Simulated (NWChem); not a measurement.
# C₂H₃FO₂Si; SMILES O=C1OC[Si@H]1F

```xyz
9

O      1.3323    -1.8178     0.0891
C      0.4679    -1.0115    -0.0022
O     -0.8667    -1.2772     0.2021
C     -1.5447    -0.0056     0.0699
Si     0.0779     0.8371    -0.4247
F      0.6486     1.9864     0.5639
H     -2.3424    -0.0801    -0.6844
H     -1.9843     0.2969     1.0328
H      0.2659     1.3242    -1.8163
```
Atoms are numbered in this order, from 1.

Program: NWChem. Geometry: optimised at PBE0/def2-SVP. Level: PBE0/def2-SVP with SMD (1 M gas to 1 M solution), gas-phase geometry. Reactions with the solvent are ignored.

For solvent toluene:

| Quantity | Value |
|---|---|
| cavity-dispersion-structure term (kcal/mol) | -0.6 |
| dipole in solution (D) | 4.25 |

What are these values for solvent water?


| Property | Value |
|---|---|
| cavity-dispersion-structure term (kcal/mol) | 4.9 |
| dipole in solution (D) | 5.08 |
